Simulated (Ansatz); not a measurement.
Ansatz results at the PBE0-D4/def2-TZVP geometry: HOMO energy (PBE0/def2-TZVPP) -9.13 eV; HOMO energy (B3LYP/def2-TZVPP) -8.92 eV; LUMO energy (B3LYP/def2-TZVPP) -0.17 eV.

Each molecule was computed in one conformer, which needn't be the lowest.

(1) Which molecule gave them?
A. `FC[SiH](F)F`
B. `FC(F)(F)[SiH3]`
C. `C[SiH2][Ga]([F])[Cl]`
D. `C/C=C(\C)I`

Answers

(1) A. The others give `C[SiH2][Ga]([F])[Cl]`: -8.36, -8.15, -1.92; `C/C=C(\C)I`: -6.66, -6.44, -0.79; `FC(F)(F)[SiH3]`: -9.63, -9.43, -0.17.

B3LYP here is the variant with VWN-RPA as its local correlation; programs differ in this.
